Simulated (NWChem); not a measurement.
System: GeH4Se; SMILES [GeH3][SeH]

All runs: NWChem. Structure relaxed at the PBE0/def2-SVP level. Ions are spin-unrestricted doublets at the neutral geometry; other ion states weren't tried.

**Question.** Predict the results for PBE0/def2-SVP. Quantities: vertical ionisation energy, ΔSCF (eV); −ε(HOMO) (eV).

**Answer.** vertical ionisation energy, ΔSCF (eV): 9.17
−ε(HOMO) (eV): 6.84
